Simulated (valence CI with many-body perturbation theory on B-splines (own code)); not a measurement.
# I XV: fill in the table

Computed by valence CI with perturbative core correlation (CI+MBPT): three valence electrons over a frozen Dirac-Fock core [Kr], radial functions for each j: 7 s, 7 p, 8 d, 6 f, 4 g, 1 h, with the one-electron correlation potential Σ1 (screened to all orders), the two-electron term Σ2, the three-electron term Σ3, Breit, model QED; selected single and double excitations, second order for the rest, scaled by the run's own slope (own B-spline code, finite nucleus).

No measured levels were compared; by estimate terms of the open shell hold to 2 to 4 % of their energy, and close levels can change places. Excitations out of the core, of the other parity, are not computed and may begin above about 61.6 eV (a cautious bound); beyond it only levels of the ground parity were kept, without lifetimes.

| Level | E (eV) |
| --- | --- |
| 4d3 4F_3/2 | 0.0000 |
| 4d3 4F_5/2 | ? |
| 4d3 4F_7/2 | ? |
| 4d3 4F_9/2 | 3.020 |
| 4d3 4P_3/2 | ? |
| 4d3 4P_1/2 | 3.792 |
| 4d3 2G_7/2 | 4.943 |
| 4d3 2H_9/2 | 5.103 |
| 4d3 4P_5/2 | 5.335 |
| 4d3 2D_3/2 [a] | 6.113 |
| 4d3 2P_1/2 | ? |
| 4d3 2H_11/2 | 6.909 |
| 4d3 2D_5/2 [a] | ? |
| 4d3 2G_9/2 | 7.819 |
| 4d3 2P_3/2 | 8.878 |
| 4d3 2F_5/2 | 8.959 |
| 4d3 2F_7/2 | ? |
| 4d3 2D_3/2 [b] | 13.588 |
| 4d3 2D_5/2 [b] | 13.757 |
| 4d2 5s 4F_3/2 | 101.587 |

Names give the largest LS component (configuration and term), which can be under half, so a name can repeat, a term be missing and a line seem to break the LS rules; names also repeat where a configuration has a term twice. Letters in brackets count levels of one name in rising energy.

(1) The levels stand in rising order. What does the calculation give for the missing energies?

## Answers

(1) 4d3 4F_5/2 1.211; 4d3 4F_7/2 2.259; 4d3 4P_3/2 3.356; 4d3 2P_1/2 6.516; 4d3 2D_5/2 [a] 7.556; 4d3 2F_7/2 9.039.
